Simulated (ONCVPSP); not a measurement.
## vanadium (V), ONCV: configuration errors across variants

V (Z = 23), optimised norm-conserving Vanderbilt (ONCV), made with ONCVPSP 4.0.1 (PBEsol, scalar-relativistic). Core [Ne] 3s2, reference 3p6 3d3 4s2. Waves: 4s: rc 2.65 bohr, ncon 4, nbas 7, qcut 2 1/bohr, 2 projectors, debl 2.3 Ha; 3p: rc 1.15 bohr, ncon 4, nbas 8, qcut 15 1/bohr, 2 projectors, debl 0.4 Ha; 3d: rc 1.90 bohr, ncon 4, nbas 9, qcut 7.9 1/bohr, 3 projectors, debl 0.6 Ha. Local part: polynomial inside 0.95 bohr (lpopt 5, dvloc0 0 Ha). Core correction: none.

In the p channel the program set the typed energies aside and used -1.615, 0.250 Ha.

All-electron excitation energies from the reference (eV): (1) 3p6 3d3 4s1 7.750; (2) 3p6 3d3 4s0 21.954; (3) 3p6 3d2 4s0 50.803; (4) 3p6 3d2 4s2 10.996.

1 further variants failed, have other tests or too few solved ones, and are left out.

A true bound ghost makes a file unfit for plane-wave use even where its test errors are small: the radial tests pick states by their node count and pass the ghost by.

Errors AE − PS in meV (a dash: test not solved or not reliable):

```
    change   (1)   (2)   (3)   (4)  bound ghosts  GHOST(+) flags above zero
      base  -3.3   -10  +161   +62             s                       none
s: rc 2.36  -3.4  -9.8  +189   +51             s                       none
s: rc 2.98  -4.9   -25   +70   +91             s                       none
s: rc 3.38  -9.7   -69  -106  +141             s                          s
s: rc 3.86   -17  -150  -373  +225             s                       none
```

(1) Give the same row for: s: rc 2.72.

Answers

(1) -3.5, -12, +146, +68; bound ghosts: s; GHOST(+) flags above zero: none.
